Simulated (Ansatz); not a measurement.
Reaction (formal exchange of groups at the Si–N bond): `O[SiH](O)N[SiH2]F` + CH₃OH → `OC[SiH2]F` + `N[SiH](O)O`

Program: Ansatz. Geometries: PBE0-D4/def2-TZVP. ΔE: electronic, gas phase. CCSD(T)/CBS adds triple-zeta CCSD(T) − MP2 to the extrapolated MP2 energy (def2 sets, frozen cores). This one scheme is used for every species. DFT in def2-TZVPP. B3LYP here is the variant with VWN-RPA as its local correlation; programs differ in this. Each species was taken in one conformer, which may not be the lowest.

Problem. Is it downhill or uphill in electronic energy at CCSD(T)/CBS, and by how much? (An estimate is asked.)

Solution. Ansatz gave: Uphill: ΔE = +22.6 kcal/mol.

Problem. What do these levels give: PBE-D4, PBE0-D4, B3LYP-D4, B2PLYP, PBE, CCSD/def2-TZVPP? (An estimate is asked.)

Solution. Ansatz gave: PBE-D4 20.0, PBE0-D4 21.3, B3LYP-D4 22.4, B2PLYP 22.2, PBE 19.2, CCSD/def2-TZVPP 22.9 kcal/mol.

Largest T1 diagnostic among the species: 0.012.

From PBE to PBE0 (25 % exact exchange), in def2-TZVPP and without D4, ΔE moves by +1.4 kcal/mol. The D4 term adds +1.3 kcal/mol with B3LYP and +0.8 kcal/mol with PBE0; it sums over pairs of atoms, weighted by their polarisabilities, and B3LYP, whose exchange is more repulsive, gets the larger term.
